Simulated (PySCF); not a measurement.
H₃Sn, charge +1, singlet, geometry from GFN2-xTB (such geometries of metal compounds can be far from the true shape) (core potentials on Sn); PySCF with HF/def2-SVP.

The PySCF input:
```python
from pyscf import gto, scf

mol = gto.M(
    atom='''
Sn   -0.000000    0.000000   -0.000000
H     0.689722   -0.469990    1.519960
H    -0.434842    1.655107   -0.280033
H    -0.254880   -1.185117   -1.239927
''',
    basis='def2-svp',
    ecp={'Sn': 'def2-svp'},
    charge=1,
    spin=0,
    verbose=4,
)

mf = scf.RHF(mol)
mf.kernel()
mf.analyze()
```

Problem. Write the output that PySCF gives for this input, abridged.

Solution. 
```
PySCF version 2.14.0

[INPUT] verbose = 4
[INPUT] num. atoms = 4
[INPUT] num. electrons = 24
[INPUT] charge = 1
[INPUT] spin (= nelec alpha-beta = 2S) = 0
[INPUT] symmetry False subgroup None
[INPUT] Mole.unit = angstrom
[INPUT] Symbol           X                Y                Z      unit          X                Y                Z       unit  Magmom
[INPUT]  1 Sn     0.000000000000   0.000000000000   0.000000000000 AA    0.000000000000   0.000000000000   0.000000000000 Bohr   0.0
[INPUT]  2 H      0.689722000000  -0.469990000000   1.519960000000 AA    1.303385682087  -0.888152381284   2.872308120294 Bohr   0.0
[INPUT]  3 H     -0.434842000000   1.655107000000  -0.280033000000 AA   -0.821732287458   3.127698936851  -0.529185675840 Bohr   0.0
[INPUT]  4 H     -0.254880000000  -1.185117000000  -1.239927000000 AA   -0.481653394629  -2.239546555566  -2.343122444454 Bohr   0.0

nuclear repulsion = 20.669831253844
number of shells = 19
number of NR pGTOs = 82
number of NR cGTOs = 41
basis = def2-svp
ecp = {'Sn': 'def2-svp'}

******** <class 'pyscf.scf.hf.RHF'> ********
method = RHF
initial guess = minao
damping factor = 0
level_shift factor = 0
DIIS = <class 'pyscf.scf.diis.CDIIS'>
diis_start_cycle = 1
diis_space = 8
diis_damp = 0
SCF conv_tol = 1e-09
SCF conv_tol_grad = None
SCF max_cycles = 50
direct_scf = True
direct_scf_tol = 1e-13
Set gradient conv threshold to 3.16228e-05
Initial guess from minao.
init E= -191.447209160781
  HOMO = -0.915575423683021  LUMO = -0.6725413088977  gap/eV = 6.61330
cycle= 1 E= -214.400496664485  delta_E=  -23  |g|= 1.37  |ddm|= 5.82
  HOMO = -0.615281858659964  LUMO = -0.145482061010807  gap/eV = 12.78390
cycle= 2 E= -214.753988737479  delta_E= -0.353  |g|= 0.433  |ddm|= 2.25
  HOMO = -0.685039934459127  LUMO = -0.221956746065359  gap/eV = 12.60114
cycle= 3 E= -214.776018063457  delta_E= -0.022  |g|= 0.0201  |ddm|= 0.328
  HOMO = -0.690936132181683  LUMO = -0.227890344650697  gap/eV = 12.60012
cycle= 4 E= -214.776260837356  delta_E= -0.000243  |g|= 0.00538  |ddm|= 0.0408
  HOMO = -0.69187490481793  LUMO = -0.228853847903622  gap/eV = 12.59944
cycle= 5 E= -214.776279521801  delta_E= -1.87e-05  |g|= 0.000328  |ddm|= 0.0139
  HOMO = -0.691811355112081  LUMO = -0.228765257326517  gap/eV = 12.60013
cycle= 6 E= -214.776279580353  delta_E= -5.86e-08  |g|= 5.66e-05  |ddm|= 0.000691
  HOMO = -0.691807477582977  LUMO = -0.228766716731234  gap/eV = 12.59998
cycle= 7 E= -214.776279583067  delta_E= -2.71e-09  |g|= 6.4e-06  |ddm|= 0.000199
  HOMO = -0.69180739124268  LUMO = -0.228767067685074  gap/eV = 12.59997
cycle= 8 E= -214.776279583102  delta_E= -3.53e-11  |g|= 5.03e-07  |ddm|= 2.43e-05
  HOMO = -0.691807406251881  LUMO = -0.228767133815201  gap/eV = 12.59997
Extra cycle  E= -214.776279583102  delta_E=    0  |g|= 1.26e-07  |ddm|= 9.58e-07
converged SCF energy = -214.776279583102
**** SCF Summaries ****
Total Energy =                        -214.776279583102422
Nuclear Repulsion Energy =              20.669831253843959
One-electron Energy =                 -411.962805684961154
Two-electron Energy =                  176.516694848014765
Two-electron Coulomb Energy =          194.429803661667279
DFT Exchange-Correlation Energy =      -17.913108813652514
HOMO-LUMO gap [eV] =                    12.599967596080468
**** MO energy ****
MO #1   energy= -6.15081432451064  occ= 2
MO #2   energy= -4.34777179203953  occ= 2
MO #3   energy= -4.33436818775753  occ= 2
MO #4   energy= -4.33436818726257  occ= 2
MO #5   energy= -1.61362441368443  occ= 2
MO #6   energy= -1.60631024186373  occ= 2
MO #7   energy= -1.60631024154407  occ= 2
MO #8   energy= -1.59557358115576  occ= 2
MO #9   energy= -1.59557357946865  occ= 2
MO #10  energy= -0.896378386700376 occ= 2
MO #11  energy= -0.691807410541985 occ= 2
MO #12  energy= -0.691807406251881 occ= 2
MO #13  energy= -0.228767133815201 occ= 0
MO #14  energy= -0.117667682764755 occ= 0
MO #15  energy= -0.0583824331015229 occ= 0
MO #16  energy= -0.0583824274975275 occ= 0
MO #17  energy= 0.0508776826208264 occ= 0
MO #18  energy= 0.128917611174057  occ= 0
MO #19  energy= 0.128917613529868  occ= 0
MO #20  energy= 0.151582314342734  occ= 0

WARN: System has nonzero charge 1; the dipole moment is origin-dependent.
Location of origin: [0. 0. 0.]

Dipole moment(X, Y, Z, Debye):  0.00000,  0.00000,  0.00000
```
